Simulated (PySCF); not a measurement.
A structure optimised at PBE-D3(BJ)/def2-SVP, used in a PySCF frequency run:

```
O
Ge 1 1.8006
Ge 1 1.8006 2 125.67
H 2 1.5471 1 105.10 3 180.00
H 3 1.5471 1 105.10 2 180.00
H 2 1.5565 4 111.25 1 118.54
H 3 1.5565 5 111.25 1 -118.54
H 2 1.5565 4 111.25 6 122.91
H 3 1.5565 5 111.25 7 -122.91
```
Charge 0, spin multiplicity 1.

Write its SMILES, formula and point group.

[GeH3][O][GeH3], Ge2H6O, C2v

What are its rotational constants (standard atomic weights)?

22.656, 1.2462, 1.2185 GHz
